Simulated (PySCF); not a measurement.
# Electron correlation in Ge²¹⁺ (germanium, charge +21)

[Ne] 3s1, 2S determinant. Computed with PySCF 2.14 in an uncontracted even-tempered set (16 s from 2.1 bohr⁻², ratio 2.5; 10 p from 2.7 bohr⁻², ratio 2.5; 5 d from 10 bohr⁻², ratio 2.7; 4 f from 16 bohr⁻², ratio 2.7), with no relativity, point nucleus. Frozen: 1s2; 9 electrons correlated; the 17 highest virtual orbitals of each spin left out.

```csv
level,correlation energy (mhartree)
CCSD,-314.73
(T),-0.28
CCSD(T),-315.01
```

Diagnostics: T1 = 0.00023, D1 = 0.0009, largest double amplitude 0.004.

Task: Is a single reference adequate?

Result: Yes, within this model without spin-orbit coupling: T1 lies below 0.03 and no double amplitude reaches 0.07.

At this charge a non-relativistic calculation is a model, useful for the Z dependence of the correlation energy.
